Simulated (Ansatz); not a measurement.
The cluster Ta₂S₂⁺. Total charge 1; quartet. Geometry r2SCAN-D4/def2-SVP; atoms count from 1.

```xyz
4

Ta    0.628   -1.072   -0.524
Ta    0.276    1.318    0.076
S    -1.251    0.130   -1.251
S     0.347   -0.376    1.699
```

In the def2 sets Ta takes a core potential; there is no spin–orbit coupling. At PBE0-D4/def2-TZVP a doublet of charge 1 lies 0.83 eV below the quartet, each at its own geometry. The structure comes from a short search, and lower isomers may exist.

Estimate the Mulliken populations from the PBE0/def2-TZVP orbitals of Ansatz.


```tsv
atom	charge (e)	spin (α − β)	d electrons
Ta1	0.77	1.52	3.32
Ta2	0.77	1.52	3.32
S3	-0.27	-0.02	–
S4	-0.27	-0.02	–
```
Mulliken values depend strongly on the basis.

Where does the spin sit?

Summed by element: Ta 3.05, S -0.05, of 3 unpaired in all. Largest on single atoms: Ta1 1.52, Ta2 1.52, S3 -0.02.

And the Mayer bond orders between heavy atoms (over 0.3)?

Ta1–Ta2 1.96 (2.49 Å); Ta1–S3 1.24 (2.35 Å); Ta1–S4 1.24 (2.35 Å); Ta2–S3 1.24 (2.35 Å); Ta2–S4 1.24 (2.35 Å).
